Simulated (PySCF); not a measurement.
Ba⁴⁹⁺: ionisation energy

Ba⁴⁹⁺ [He] 2s2 2p3 (4S) → Ba⁵⁰⁺ [He] 2s2 2p2 (3P), as a difference of total energies. All numbers are calculated (PySCF 2.14, the spin-free X2C one-electron Hamiltonian (Gaussian nucleus), in an uncontracted even-tempered set (19 s from 26 bohr⁻², ratio 2.2; 12 p from 33 bohr⁻², ratio 2.2; 5 d from 130 bohr⁻², ratio 2.4; 5 f from 190 bohr⁻², ratio 2.4; 4 g from 280 bohr⁻², ratio 2.4)). Correlated levels: nothing frozen; virtual orbitals above 40 to 60 times the deepest correlated orbital energy dropped. The calculations carry no spin-orbit coupling.

```json
{"method": "UHF", "ionisation energy (eV)": "9250.1"}
{"method": "LDA", "ionisation energy (eV)": "9244.3"}
{"method": "PBE", "ionisation energy (eV)": "9245.7"}
{"method": "PBE0", "ionisation energy (eV)": "9247.1"}
{"method": "r2SCAN", "ionisation energy (eV)": "9250.6"}
{"method": "BLYP", "ionisation energy (eV)": "9246.7"}
{"method": "TPSSh", "ionisation energy (eV)": "9246.4"}
{"method": "MP2 (all electrons)", "ionisation energy (eV)": "9250.0"}
{"method": "SCS-MP2 (all electrons)", "ionisation energy (eV)": "9249.5"}
```

Spin-orbit coupling is strong in these open shells (close to jj coupling). The scalar numbers leave it out and a first-order estimate fails, so it can dominate the gap to the real levels.

For this ion Breit and QED terms and the two-electron picture change, all absent here, outweigh the differences among the correlated methods.

For comparison: 9077 ± 4 eV (theoretical estimate listed by NIST; NIST Atomic Spectra Database, ionization energies).
